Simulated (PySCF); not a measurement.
**Static response to an electric field**

C7H10NP.
SMILES with atom numbers: `[CH3:1][c:2]1[cH:3][n:4]([CH:5]2[CH2:6][CH2:7]2)[cH:8][p:9]1` (hydrogens: H10, H11, H12 on C1; H13 on C3; H14 on C5; H15, H16 on C6; H17, H18 on C7; H19 on C8)

Structure used (PBE0-D3(BJ)/def2-SVP), in Å, numbered top down from 1:
```xyz
19
C7H10NP angstrom
C      3.073   -0.574   -1.242
C      1.798   -0.575   -0.457
C      0.599   -0.106   -0.933
N     -0.433   -0.220   -0.038
C     -1.747    0.292   -0.296
C     -2.927   -0.606   -0.093
C     -2.505   -0.224   -1.480
C     -0.054   -0.764    1.149
P      1.616   -1.184    1.211
H      2.914   -0.195   -2.263
H      3.500   -1.585   -1.324
H      3.839    0.060   -0.767
H      0.392    0.323   -1.915
H     -1.868    1.351   -0.040
H     -2.724   -1.630    0.230
H     -3.834   -0.165    0.326
H     -3.115    0.486   -2.044
H     -2.017   -0.991   -2.085
H     -0.813   -0.882    1.923
```

Level: CAM-B3LYP/def2-SVPD (PySCF), static field, nuclei fixed, core orbitals frozen in the response. The polarisability tensor in these axes (au):

```
x   138.98  -9.53   1.89
y    -9.53  84.86 -11.17
z     1.89 -11.17 110.21
```

Q: Give the principal values, the mean and the anisotropy Δα = √{½[(α1 − α2)² + (α2 − α3)² + (α1 − α3)²]}.

A: Principal values 79.48, 113.48 and 141.10 au; mean 111.35 au = 16.50 Å³ = 18.36 × 10⁻⁴⁰ C²·m²/J; Δα = 53.46 au (48 % of the mean).

Q: What is the dipole moment, and where does it point?

A: (-2.94, 1.23, -1.81) D, 3.67 D in size, pointing from the negative to the positive side. Measured along this direction, the outermost atoms are H11 and H12 at the negative end and H17 at the positive end.

Q: In TDDFT the mean static polarisability is Σ f/ω² over all singlet excitations (ω in hartree). How much of it do the 10 lowest give? Their energies (eV) and oscillator strengths: 5.34, 0.1325; 5.51, 0.0183; 6.02, 0.0032; 6.06, 0.0155; 6.21, 0.1084; 6.31, 0.0440; 6.54, 0.0351; 6.67, 0.0137; 6.79, 0.2385; 6.90, 0.0587.

A: They add up to 12.74 au, 11.4 % of the 111.35 au; the largest single term is 3.83 au, from the state at 6.79 eV. Terms in order: 3.44, 0.45, 0.06, 0.31, 2.08, 0.82, 0.61, 0.23, 3.83, 0.91 au. Higher excitations give the rest. The strengths listed sum to 0.668.

Q: What would n − 1 = 2πNα be for an ideal gas of these molecules at 350 K and 1 atm, electronic part alone?

A: N = p/kT = 2.0968 × 10¹⁹ cm⁻³, so n − 1 = 2π × N × 16.50 × 10⁻²⁴ cm³ = 2174 × 10⁻⁶ at long wavelengths, for an ideal gas.

Q: Give the principal axes and the span of the nuclei along them.

A: Largest value along (0.97, -0.19, 0.13), where the nuclei span 7.28 Å; middle along (-0.18, -0.30, 0.93), 4.80 Å; least along (0.14, 0.93, 0.33), 2.88 Å. The response follows the extents in order.

Q: What are the principal values of the traceless quadrupole moment, Θ = ½Σq(3rr − r²1), about the centre of nuclear charge?

A: -5.42, -2.54, 7.97 D·Å. The values depend on the origin, since the dipole doesn't vanish. The electronic extent ⟨r²⟩ about the same centre is 1582 bohr², a root-mean-square distance of 2.45 Å for the 74 electrons.

The structure is a single PBE0-D3(BJ)/def2-SVP conformer in the gas phase; no vibrational or solvent corrections.

These values come from a run that also computed excited states and ΔSCF ions. The run took 3.6 min of wall time on one thread, Arm Neoverse V2 (aarch64) (shared host), and the process peaked at 1.4 GiB of memory.
